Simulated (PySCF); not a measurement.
How methods differ on the ionisation energy of Pt

Pt [Xe] 4f14 5d9 6s1 (3D) → Pt⁺ [Xe] 4f14 5d9 (2D), as a difference of total energies. All numbers are calculated (PySCF 2.14, a scalar-relativistic core potential, in def2-TZVPPD with the def2 core potential (60 electrons) (6s5p3d2f1g, 59 functions)). Correlated levels: valence: 5s2 5p6 frozen. The calculations carry no spin-orbit coupling.

| method | ionisation energy (eV) |
| --- | --- |
| UHF | 7.576 |
| MP2 (valence) | 8.860 |
| SCS-MP2 (valence) | 8.657 |
| CCSD (valence) | 8.630 |
| CCSD(T) (valence) | 8.685 |

How much does correlation contribute at CCSD(T) (valence)?

8.685 − (7.576) = 1.109 eV, measured against UHF.

The reference lies between the lowest fine-structure levels, while these numbers refer to the centres of the terms.

Errors of the correlated levels include the incompleteness of this basis and the frozen core.

For comparison: 8.959 eV (measured; NIST Atomic Spectra Database, ionization energies).
